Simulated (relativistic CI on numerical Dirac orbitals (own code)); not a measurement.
## Sc3+ in a cubic cluster: L2,3 absorption with charge transfer

Computed with a charge-transfer multiplet model of a cubic metal-ligand cluster with up to 2 ligand holes, Slater and spin-orbit integrals from Dirac-Coulomb-Breit ions, Slater integrals scaled by 0.7. The ground state mixes d0 with configurations of k ligand holes L, whose averages lie at kΔ + k(k − 1)U_dd/2; a core hole lowers each added d electron by U_cd. 300 K, Lorentzian 0.4 eV and Gaussian 0.3 eV FWHM.

Atomic integrals in eV (Slater integrals scaled, ζ unscaled), ground: F2dd 4.121, F4dd 2.525, zeta_d 0.005; with the core hole: F2dd 4.121, F4dd 2.525, zeta_d 0.020, zeta_core 3.005, F2cd 3.598, G1cd 2.586, G3cd 1.465. Where a configuration has fewer than two d electrons, the dd integrals are those of d2.

Cluster parameters (eV): Δ = 2.5, U_cd = 4.9, 10Dq = 0.5, 10Dq(ligand) = 1.4, V(eg) = 1.8, V(t2g) = -0.84, final-state hopping factor = 1.

| Case | n_d | d0 | d1L | d2L2 | S |
| --- | --- | --- | --- | --- | --- |
| U_dd = 4.2 eV | 0.63 | 0.45 | 0.47 | 0.08 | 0.00 |
| U_dd = 4.9 eV | 0.61 | 0.46 | 0.46 | 0.07 | 0.00 |
| U_dd = 6.3 eV | 0.58 | 0.48 | 0.46 | 0.06 | 0.00 |

Weights, n_d and S are thermal averages at 300 K. Photon energies count from the first peak over 30 % of the highest in each spectrum, which can be another peak from case to case. The parameters are a model scan and need not match a compound or its usual spin state. Peaks in eV (height, largest 100):
- U_dd = 4.2 eV: -1.3 (19), 0.0 (100), 4.5 (97)
- U_dd = 4.9 eV: -1.3 (18), 0.0 (100), 2.9 (27), 4.5 (91)
- U_dd = 6.3 eV: -1.3 (16), 0.0 (97), 2.9 (26), 4.2 (100)

A d0 ion has no d-d gap: its lowest excitations are ligand-to-metal charge transfer. With the core hole the configuration with one ligand hole lies at Δ + U_dd − U_cd = 1.8, 2.5, 3.9 eV from the one without, in the order of the table; where this is negative the screened configuration lies lower, though the effective hopping of about 3.9 eV (from the holes of the mixed ground state) mixes the two strongly wherever it is as large as the gap.
